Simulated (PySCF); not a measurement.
Species: C7H12O.
Numbering: `[CH2:1]=[CH:2][C@@H:3]1[CH2:4][CH2:5][O:6][C@@H:7]1[CH3:8]`

Definitions: NICS(0) = −σiso at the ring centroid; NICS(1) = −σiso and NICS(1)zz = −σzz at ±1 Å along the ring normal z. Level: GIAO PBE0/pcSseg-1 (PySCF, non-relativistic, gas phase) on the GFN2-xTB geometry, one conformer.

Ring bond lengths (Å), with Mayer bond orders in brackets: C3–C4 1.536 (1.03), C4–C5 1.538 (1.02), C5–O6 1.416 (0.93), O6–C7 1.416 (0.90), C7–C3 1.545 (0.96).

Question: What do the NICS probes read (ppm)?

Answer: 
```csv
ring,type,NICS(0),"NICS(1), two faces","NICS(1)zz, two faces",rms pucker (Å),"centre to ring atoms, mean (Å)"
C3–C4–C5–O6–C7,5-membered ring with O; formal bonds all single,-6.9,-2.7 / -3.0,-5.5 / -7.5,0.17,1.25
```

Question: What do they say, and how far can they be read as aromaticity?

Answer: 
- C3–C4–C5–O6–C7: mean NICS(1)zz -6.5 ppm, shielded. C3, C4, C5, C7 have four or more neighbours; no verdict on aromaticity is drawn. A hydrogen on C7, outside the ring, lies only 1.35 Å from a NICS(1) probe, which then mostly feels that atom.

The run took 65 s of wall time (with the writing of density and orbital grids) on one thread, Arm Neoverse N1 (aarch64), shared host, and the process peaked at 0.87 GiB of memory. This is the whole shielding run at PBE0/pcSseg-1, SCF included.
